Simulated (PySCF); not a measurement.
B3LYP has the VWN-RPA correlation part, as in Gaussian. 

```xyz
6

S      1.4839    -0.4221    -0.7391
Si    -0.4940    -0.1397     0.0031
Cl    -1.1069     1.8312    -0.0877
H      2.0779     0.2192     0.2829
H     -1.3610    -0.9435    -0.8747
H     -0.5999    -0.5451     1.4155
```

Charge 0, multiplicity 1.

Question: Give the Mulliken and meta-Löwdin atomic charges from B3LYP-D3(BJ)/def2-TZVP in PySCF.

Answer: 
| atom | Mulliken (e) | meta-Löwdin (e) |
|---|---|---|
| S1 | -0.27 | -0.27 |
| Si2 | 0.43 | 0.66 |
| Cl3 | -0.24 | -0.30 |
| H4 | 0.15 | 0.11 |
| H5 | -0.03 | -0.09 |
| H6 | -0.03 | -0.10 |
